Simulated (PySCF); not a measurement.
Point-charge models of `CC(C(=O)F)=C([SiH3])[SiH3]` against its computed dipole.

Coordinates (GFN2-xTB, Å) and charges (e) from the PBE0/pcSseg-1 density (PySCF):

```
atom       x       y       z  Mulliken      IAO  Hirshfeld  ESP-fitted
  C1  -1.850  -0.448  -0.832   -0.1406  -0.4357    -0.1204     -0.5229
  C2  -0.836   0.093   0.133   -0.3818  -0.0337    -0.0018     +0.0998
  C3  -1.322   0.828   1.282   +0.6726  +0.5910    +0.2358     +0.6269
  O4  -0.677   1.333   2.153   -0.3891  -0.3828    -0.1758     -0.4365
  F5  -2.678   0.941   1.353   -0.2723  -0.2801    -0.0790     -0.2296
  C6   0.503  -0.020   0.011   -0.6288  -0.4730    -0.1438     -0.3002
 Si7   1.635   0.768   1.329   +0.6250  +0.6127    +0.2746     +0.4218
 Si8   1.253  -0.947  -1.461   +0.5139  +0.5915    +0.3162     +0.3609
  H9  -1.494  -1.369  -1.285   +0.1479  +0.1548    +0.0490     +0.1606
 H10  -2.799  -0.640  -0.337   +0.1406  +0.1685    +0.0448     +0.1689
 H11  -2.028   0.275  -1.628   +0.1535  +0.1662    +0.0542     +0.1685
 H12   2.990   0.447   0.844   -0.1285  -0.1526    -0.0985     -0.1534
 H13   1.476   0.092   2.611   -0.0635  -0.1042    -0.0744     -0.0744
 H14   1.519   2.221   1.313   -0.0640  -0.1040    -0.0744     -0.0717
 H15   0.719  -0.390  -2.707   -0.0649  -0.1104    -0.0709     -0.0798
 H16   2.705  -0.810  -1.437   -0.0624  -0.1001    -0.0666     -0.0617
 H17   0.878  -2.361  -1.352   -0.0578  -0.1082    -0.0690     -0.0770
```

Problem. What dipole does each set of charges give (1 e·Å = 4.803 D), and what does the density give?

Solution. The full density gives (-0.37, -1.43, -2.45) D, 2.86 D in size; dipole vectors point from the negative to the positive end.

```csv
scheme,μx,μy,μz,size (D),share of the full size (%),angle to the full dipole (°)
Mulliken,1.27,-2.06,-3.40,4.17,146,25
IAO,1.51,-1.81,-2.97,3.79,132,31
Hirshfeld,-0.49,-0.95,-1.64,1.96,68,7
ESP-fitted,-0.32,-1.44,-2.48,2.88,101,1
```

Problem. Which set comes closest?

Solution. Length of the difference vector: ESP-fitted 0.05 D, Hirshfeld 0.95 D, IAO 1.98 D, Mulliken 1.99 D. Closest: ESP-fitted. The schemes that divide the density aren't constrained to reproduce the dipole.

Problem. What is left for the Hirshfeld atoms' own dipoles?

Solution. The Hirshfeld atoms' densities add up to the full density, so μ = Σ q r + Σ (atomic dipoles). The atomic dipoles sum to (-0.37, -1.43, -2.45) − (-0.49, -0.95, -1.64) = (0.12, -0.48, -0.81) D, 0.95 D in size.

Problem. With the origin at the mean of the coordinates, (0.000, 0.001, -0.001) Å, which are the largest single terms, by size, of the ESP-fitted dipole along the direction of the full one?

Solution. O4 +5.08, C3 -4.04, Si7 -3.51, C1 -2.95, Si8 +2.71 D; all 17 atoms together +2.88 D. The single terms depend on the origin, their sum doesn't.

Problem. Give the size of the full dipole in other units.

Solution. 2.86 D = 1.127 au = 0.596 e·Å = 9.55 × 10⁻³⁰ C·m.

Geometry: GFN2-xTB, one conformer, isolated molecule. GFN2-xTB frequencies show an imaginary mode (57i cm⁻¹), so this geometry is no minimum at that level.

The run behind these numbers computed NMR shieldings as well. The run took 40 s wall on one thread of an Intel Xeon Platinum 8488C (shared host), and the process peaked at 0.86 GiB of memory.

Shape of the structure used: `[CH3:1][C:2]([C:3](=[O:4])[F:5])=[C:6]([SiH3:7])[SiH3:8]`: C1–C2–C3–O4 180°.
